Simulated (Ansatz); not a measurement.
H8Si3, charge +1, doublet, geometry from GFN2-xTB (a state made from the parent by changing its charge; the spin is typed, not shown lowest); Ansatz (an electronic-structure program) with CCSD(T)/STO-3G.

The Ansatz input:
Ansatz 0.2 input:
```yaml
crystal:
  periodic: [false, false, false]
  atoms:
    - {symbol: Si, position_ang: [1.73006259, 0.88617971, -0.01821925]}
    - {symbol: Si, position_ang: [0.21430832, -1.03910606, -0.11847187]}
    - {symbol: Si, position_ang: [-1.93611862, 0.11291389, 0.13212917]}
    - {symbol: H, position_ang: [3.05494759, 0.29289400, -0.13804698]}
    - {symbol: H, position_ang: [1.35438441, 1.72882927, -1.14918317]}
    - {symbol: H, position_ang: [1.47531091, 1.50967649, 1.27664176]}
    - {symbol: H, position_ang: [0.46584425, -2.03082472, 0.92986925]}
    - {symbol: H, position_ang: [0.32388443, -1.79829328, -1.36643948]}
    - {symbol: H, position_ang: [-2.00324331, 1.05008294, -0.98479523]}
    - {symbol: H, position_ang: [-1.86962290, 0.76938187, 1.43401237]}
    - {symbol: H, position_ang: [-2.91703742, -0.96157215, 0.06180881]}
basis:
  gaussian:
    orbitals: STO-3G
total_charge: 1
magnetization: {spin_polarized: true, initial_magnetization: 1}
correlation: {method: ccsd_t}
```

**Question.** Write the output that Ansatz gives for this input, abridged.

**Answer.** 
```
Functional definition: HF
389 factors; integrals over basis functions are off by at most 3.1e-5 eV
mean field evaluation 1: about -23434.6151 eV, gradient 8.3e0 eV
mean field evaluation 2: about -23434.6384 eV, gradient 8.2e0 eV
mean field evaluation 4: about -23435.3601 eV, gradient 6.3e-1 eV
mean field evaluation 8: about -23435.3696 eV, gradient 1.6e-6 eV
mean field evaluation 16: about -23433.0412 eV, gradient 2.0e0 eV
mean field evaluation 32: about -23433.1409 eV, gradient 5.5e-2 eV
mean field -23435.36956425 eV, -861.2339464220 hartree, gradient 4.9e-6 eV, S^2 0.765745; 1 other end points of the search recorded, 0 dependent functions left out
determinant -23435.36956425 eV, -861.2339464220 hartree, with singles and doubles -23439.99429762 eV, -861.4039022389 hartree
determinant -23433.13905110 eV, -861.1519765759 hartree, with singles and doubles -23438.08498698 eV, -861.3337363669 hartree
15 core orbitals not correlated
reference -23435.36956425 eV, -861.2339464220 hartree; 10, 9 occupied and 10, 11 virtual orbitals, 389 factors
second order -3.13242944 eV of doubles, -0.00000000 eV of singles
cycle   1  -4.62455324 eV  change    1.8e-4 eV  update   3.1e-4
cycle   2  -4.62438341 eV  change    1.7e-4 eV  update   2.1e-4
cycle   3  -4.62437017 eV  change    1.3e-5 eV  update   7.3e-5
cycle   4  -4.62441471 eV  change   -4.5e-5 eV  update   3.1e-5
cycle   5  -4.62442828 eV  change   -1.4e-5 eV  update   6.5e-6
perturbative correction -0.04656232 eV, -0.0017111339 hartree
Total energy: -23440.04055485 eV, -861.4056021606 hartree
```
